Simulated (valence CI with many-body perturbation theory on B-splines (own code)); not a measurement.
**A CI+MBPT run for Cu24+**

Calculated by valence CI with perturbative core correlation (CI+MBPT): three valence electrons over a frozen Dirac-Fock core [He], a basis of 7 s, 7 p, 2 d, 1 f functions for each j, with the one-electron correlation potential Σ1 (screened to all orders), the two-electron term Σ2, the three-electron term Σ3, Breit, model QED; selected single and double excitations, second order for the rest, scaled by the run's own slope (own B-spline code, finite nucleus).

Command, and the settings that its task file holds:

```sh
python run_cv.py task.json out
```

```
atom Cu  Z=29  mass_number=63  rms_radius_fm=3.8823
core [He]
valence 2s2 2p1
avg = 1
basis = S
breit = 1
cap = 10000
capref = 1200
cscale = 1
de = 0.0
dress = 0
eps = 2e-07
extrap = 1
h = 0.27
hh = 1
l2 = 3
lcore = 6
maxit = 60
n2 = 5
natural = 1
nlev = 20
nno = [4, 4, 0, 0, 0]
nroot = 26
nsp = [3, 3, 2, 1, 0]
pt2 = 1
qed = 1
rpa = 1
s1 = 1
s2 = 1
s3 = 1
screen = 1
tol = 2e-05
whole = 1
```

It took 4.8 s on 1 thread of Arm Neoverse V2 (shared host).

Log. The first blocks belong to the next ion, which gives the ionisation energy. Fields: 2J, parity (1 odd), roots, reference size, generating configurations, candidates as configurations/state functions, variational space P, stored matrix elements, Davidson steps; e2 is the range of second-order energies in hartree. The first line gives the box (bohr), its intervals, the orbitals and the steps of their self-consistent field. Window is the range of levels sought, series limit the energy at which the first omitted orbital would enter, core excitation an estimate of the first excitation out of the core, left out the lowest levels not solved, and shifts from estimates the range by which levels moved from their first estimate, all in cm⁻¹.

```
rmax 2.3 intervals 57 orbitals 27 references ['2s2 2p', '2s 2p2', '2p3'] scf 3 t 0.3
2J=0 par=0 roots 2 ref 15 generators 3 cand 75/75 P 90/90 nnz 0 it 0
2J=0 par=0 roots 2 ref 15 generators 5 cand 2/2 P 92/92 nnz 0 it 0
   second order: generators 7 cand 0/0 e2 -0.00000 -0.00000
reference levels 291, estimated 266, window 10862353 1/cm; series limit 14091280, core excitation 66490709
2J=1 par=1 roots 8 ref 32 generators 13 cand 0/0 P 1166/1627 nnz 0 it 1
2J=1 par=1 roots 8 ref 32 generators 13 cand 9/13 P 1175/1640 nnz 0 it 3
   second order: generators 25 cand 137/193 e2 -0.00001 -0.00000
2J=3 par=1 roots 12 ref 47 generators 16 cand 0/0 P 1326/2347 nnz 0 it 2
2J=3 par=1 roots 12 ref 47 generators 17 cand 13/20 P 1339/2367 nnz 0 it 3
   second order: generators 32 cand 215/372 e2 -0.00001 -0.00000
2J=1 par=0 roots 9 ref 34 generators 14 cand 0/0 P 1126/1608 nnz 0 it 1
2J=1 par=0 roots 9 ref 34 generators 16 cand 19/28 P 1145/1636 nnz 0 it 3
   second order: generators 29 cand 214/283 e2 -0.00000 -0.00000
2J=3 par=0 roots 10 ref 45 generators 13 cand 0/0 P 1275/2323 nnz 0 it 2
2J=3 par=0 roots 10 ref 45 generators 15 cand 32/57 P 1307/2380 nnz 0 it 3
   second order: generators 26 cand 129/227 e2 -0.00001 -0.00000
2J=5 par=0 roots 7 ref 39 generators 12 cand 0/0 P 1181/2093 nnz 0 it 2
2J=5 par=0 roots 7 ref 39 generators 17 cand 36/68 P 1217/2161 nnz 0 it 4
   second order: generators 24 cand 105/210 e2 -0.00001 -0.00000
2J=5 par=1 roots 6 ref 36 generators 10 cand 0/0 P 1147/2020 nnz 0 it 1
2J=5 par=1 roots 6 ref 36 generators 10 cand 15/24 P 1162/2044 nnz 0 it 3
   second order: generators 20 cand 188/353 e2 -0.00001 -0.00000
2J=7 par=0 roots 2 ref 19 generators 5 cand 0/0 P 734/1271 nnz 0 it 0
2J=7 par=0 roots 2 ref 19 generators 6 cand 27/42 P 761/1313 nnz 0 it 3
   second order: generators 10 cand 134/223 e2 -0.00000 -0.00000
2J=7 par=1 roots 2 ref 21 generators 5 cand 0/0 P 821/1355 nnz 0 it 1
2J=7 par=1 roots 2 ref 21 generators 5 cand 9/12 P 830/1367 nnz 0 it 3
   second order: generators 11 cand 109/212 e2 -0.00000 -0.00000
2J=9 par=1 roots 1 ref 7 generators 1 cand 0/0 P 384/577 nnz 0 it 0
2J=9 par=1 roots 1 ref 7 generators 1 cand 19/26 P 403/603 nnz 0 it 0
   second order: generators 6 cand 118/191 e2 -0.00000 -0.00000
left out: unestimated 15746119, estimated 11493094, shifts from estimates -0 to 0
operators 0.1
```

The Davidson iterations converged.

No measured levels were compared; by estimate levels of excited configurations hold to 0.05 to 0.15 % of their energy, terms of the ground configuration to about 0.5 %.

```yaml
Valence_energy: -271.003 hartree
Ionisation_energy: "2307.2 eV (NIST: 2307.3 ± 1 eV (semi-empirical))"
Reference_configurations_for_the_orbitals: 2s2 2p, 2s 2p2, 2p3
Radial_orbitals: 27
Box_radius: 2.335 bohr
Largest_variational_space: 2380
Lowest_levels: 2s²2p ²P°_1/2 0, 2s²2p ²P°_3/2 191250, 2s2p² ⁴P_1/2 482510, 2s2p² ⁴P_3/2 581220, 2s2p² ⁴P_5/2 659720, 2s2p² ²D_3/2 905860, 2s2p² ²D_5/2 957840, 2s2p² ²P_1/2 1015800, 2s2p² ²S_1/2 1218800, 2s2p² ²P_3/2 1233400, 2p³ ⁴S°_3/2 1513500, 2p³ ²D°_3/2 1688200, 2p³ ²D°_5/2 1740700, 2p³ ²P°_1/2 1902900 cm⁻¹
```

Names give the largest LS component (configuration and term), which can be under half, so a name can repeat, a term be missing and a line seem to break the LS rules; names also repeat where a configuration has a term twice.
